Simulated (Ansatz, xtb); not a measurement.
# Relaxing a trial structure of FH5NSi2

The starting geometry of this gas-phase doublet was built from a drawn formula by distance geometry and a force field; its bonds are those of `[NH3+][Si-](F)[SiH2]`.

```yaml
atoms:
  - { symbol: F, position_ang: [-0.2702, 3.1033, 2.1382] }
  - { symbol: N, position_ang: [-1.0203, 1.2315, 0.4999] }
  - { symbol: Si, position_ang: [-1.1611, 2.9327, 0.8564] }
  - { symbol: Si, position_ang: [-0.1194, 4.1587, -0.8902] }
  - { symbol: H, position_ang: [-1.5472, 0.9896, -0.3311] }
  - { symbol: H, position_ang: [-0.0218, 1.0138, 0.3766] }
  - { symbol: H, position_ang: [-1.4244, 0.7396, 1.2989] }
  - { symbol: H, position_ang: [-1.0160, 4.0155, -2.0724] }
  - { symbol: H, position_ang: [1.0872, 3.4094, -1.2467] }
```

Q: Where would you expect an optimisation with r2SCAN-D4/def2-SVP to take it?

A: It keeps its links, though one stretches towards breaking, and is `[NH3+][Si-](F)[SiH2]`. Distances that change by over a tenth: N2–Si3 (1.74 → 2.05 Å).

The energy falls by 1.48 eV over 24 steps:

| step | E − E(last) (eV) |
| --- | --- |
| 1 | 1.482 |
| 4 | 0.200 |
| 6 | 0.170 |
| 9 | 0.149 |
| 11 | 0.113 |
| 14 | 0.048 |
| 16 | 0.012 |
| 19 | 0.001 |
| 21 | 0.000 |
| 24 | 0.000 |

Final geometry (Å):

```yaml
atoms:
  - { symbol: F, position_ang: [-0.8129, 3.3486, 2.0844] }
  - { symbol: N, position_ang: [-0.7246, 1.1317, 0.6795] }
  - { symbol: Si, position_ang: [-1.4736, 3.0353, 0.5925] }
  - { symbol: Si, position_ang: [0.0573, 3.6636, -1.1004] }
  - { symbol: H, position_ang: [-0.6193, 0.7130, -0.2497] }
  - { symbol: H, position_ang: [0.2073, 1.1889, 1.1031] }
  - { symbol: H, position_ang: [-1.2955, 0.5033, 1.2515] }
  - { symbol: H, position_ang: [-0.2531, 5.0963, -1.4661] }
  - { symbol: H, position_ang: [-0.5789, 2.9136, -2.2653] }
```

From the same start GFN2-xTB ends elsewhere, in pieces: FH2Si2 + H3N.

The end wasn't checked by frequencies. Open shells are spin-unrestricted. Run with Ansatz 0.2.0, 57 s on 2 threads of Intel(R) Xeon(R) 6975P-C (Granite Rapids) (shared host).
